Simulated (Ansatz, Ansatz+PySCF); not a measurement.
```yaml
atoms:
  - { symbol: O, position_ang: [0.0000, 0.0000, -0.1627] }
  - { symbol: H, position_ang: [0.0000, 0.0000, 1.3019] }
```

Basis set: cc-pVDZ (spherical functions). Left uncorrelated: 1 orbital. Correlation on ROHF uses semicanonical orbitals with singles. Charge 0, multiplicity 2.

Computed with Ansatz (development build ahead of 0.2.0); each method stands on the lowest determinant of its kind that the runs found.

Problem. Give the atomization energy at this shape (free ground-state atoms in the same class of orbitals less the molecule, no zero-point energy) of doublet OH by ωB97X (unrestricted), r²SCAN (unrestricted), PBE (unrestricted), PBE0 (unrestricted), ROHF-CCSD(T), ROHF-MP2, UHF-MP2, UHF, ROHF.

Solution.

```
               method  atomization energy
 ωB97X (unrestricted)             2.09 eV
r²SCAN (unrestricted)             2.32 eV
   PBE (unrestricted)             2.56 eV
  PBE0 (unrestricted)             2.11 eV
         ROHF-CCSD(T)             2.00 eV
             ROHF-MP2             1.72 eV
              UHF-MP2             1.25 eV
                  UHF             0.49 eV
                 ROHF            -0.02 eV
```

Caution for ROHF-CCSD(T), ROHF-MP2, ROHF: an unrestricted determinant lies well below. Caution for ROHF-CCSD(T), ROHF-MP2, UHF-MP2: bonds are stretched, where a single reference can fail. Caution for UHF-MP2: another reference gives a lower total. Caution for UHF-MP2, UHF: the unrestricted determinant is spin contaminated.
